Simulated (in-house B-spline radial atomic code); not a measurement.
Whole-atom quantities along the 35-electron series, configuration [Ar] 3d10 4s2 4p5. Computed with a radial B-spline atomic code at the basis-set limit: non-relativistic Hartree-Fock, average of the configuration, point nuclei.

This level leaves out relativity, spin-orbit splitting included, which matters for heavy ions.

| ion | Z | E/Z² (Eh) | Σ<r²> (bohr²) | n(0)/Z³ (bohr⁻³) | Lamb diamagnetic shielding (ppm) | repulsion over attraction |
| --- | --- | --- | --- | --- | --- | --- |
| La22+ | 57 | -2.4658 | 4.758 | 0.70895 | 5649.42 | 0.11677 |
| Ce23+ | 58 | -2.4771 | 4.5144 | 0.70955 | 5763.84 | 0.11509 |
| Pr24+ | 59 | -2.488 | 4.2896 | 0.71013 | 5878.25 | 0.11346 |
| Nd25+ | 60 | -2.4987 | 4.0816 | 0.71069 | 5992.66 | 0.11186 |
| Pm26+ | 61 | -2.509 | 3.8888 | 0.71124 | 6107.05 | 0.1103 |
| Sm27+ | 62 | -2.5191 | 3.7096 | 0.71177 | 6221.44 | 0.10878 |
| Eu28+ | 63 | -2.5289 | 3.5428 | 0.71229 | 6335.82 | 0.1073 |
| Gd29+ | 64 | -2.5384 | 3.3873 | 0.71279 | 6450.19 | 0.10586 |
| Tb30+ | 65 | -2.5477 | 3.242 | 0.71328 | 6564.56 | 0.10445 |
| Dy31+ | 66 | -2.5567 | 3.106 | 0.71376 | 6678.92 | 0.10308 |
| Ho32+ | 67 | -2.5655 | 2.9786 | 0.71423 | 6793.27 | 0.10174 |
| Er33+ | 68 | -2.574 | 2.859 | 0.71469 | 6907.62 | 0.10043 |
| Tm34+ | 69 | -2.5824 | 2.7466 | 0.71513 | 7021.97 | 0.099158 |
| Yb35+ | 70 | -2.5905 | 2.6408 | 0.71556 | 7136.31 | 0.097913 |
| Lu36+ | 71 | -2.5984 | 2.5411 | 0.71599 | 7250.65 | 0.096696 |
| Hf37+ | 72 | -2.6062 | 2.447 | 0.7164 | 7364.98 | 0.095508 |

(1) With what power of Z does the column «Σ<r²> (bohr²)» change over this range?

## Answers

(1) A fit of the logarithm of its size against log Z from Z = 57 to 72 has slope -2.84. Unscreened non-relativistic hydrogenic orbitals would give -2.
